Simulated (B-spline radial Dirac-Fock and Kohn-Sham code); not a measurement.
Auger parameter of molybdenum: the K level and its strongest K-LL line

These are calculated numbers from an atomic code on a B-spline grid; the model is relaxed Dirac-Fock hole states (ΔSCF) with Breit and QED corrections and a finite nucleus. The modified Auger parameter α′ is the binding energy plus the kinetic energy of the Auger electron; it does not depend on the energy zero. For free ions it tends to fall with charge, since less charge screens the final holes.

```
            species      configuration  binding 1s (eV)  Auger line  kinetic (eV)  α′ (eV)
                 Mo       [Kr] 4d5 5s1          20007.0    L2L3 J=2       14726.0  34733.0
                 Mo           [Kr] 4d6          20003.7    L2L3 J=2       14731.2  34734.9
                 Mo   [Kr] 4d4 5s1 5p1          20012.2    L2L3 J=2       14719.1  34731.3
                 Mo       [Kr] 4d4 5s2          20010.9    L2L3 J=2       14720.3  34731.2
                Mo⁺           [Kr] 4d5          20014.7    L2L3 J=2       14716.8  34731.5
 Mo⁺ (Watson 2.4 Å)           [Kr] 4d5          20008.8    L2L3 J=2       14722.8  34731.5
               Mo²⁺           [Kr] 4d4          20028.2    L2L3 J=2       14700.3  34728.5
  Mo²⁺ (Watson 2 Å)           [Kr] 4d4          20013.9    L2L3 J=2       14714.7  34728.6
               Mo³⁺           [Kr] 4d3          20043.7    L2L3 J=2       14682.0  34725.7
  Mo³⁺ (Watson 2 Å)           [Kr] 4d3          20022.1    L2L3 J=2       14703.6  34725.8
               Mo⁴⁺           [Kr] 4d2          20061.0    L2L3 J=2       14662.1  34723.1
               Mo⁴⁺       [Kr] 4d1 5s1          20067.1    L2L3 J=2       14654.2  34721.3
               Mo⁴⁺       [Kr] 4d1 5p1          20068.2    L2L3 J=2       14653.2  34721.4
Mo⁴⁺ (Watson 2.4 Å)           [Kr] 4d2          20037.0    L2L3 J=2       14686.1  34723.1
Mo⁴⁺ (Watson 2.7 Å)           [Kr] 4d2          20039.6    L2L3 J=2       14683.5  34723.1
               Mo⁵⁺           [Kr] 4d1          20079.8    L2L3 J=2       14640.7  34720.5
               Mo⁶⁺  [Ar] 3d10 4s2 4p6          20100.2    L2L3 J=2       14617.8  34718.0
  Mo⁶⁺ (Watson 3 Å)  [Ar] 3d10 4s2 4p6          20071.4    L2L3 J=2       14646.6  34718.0
```
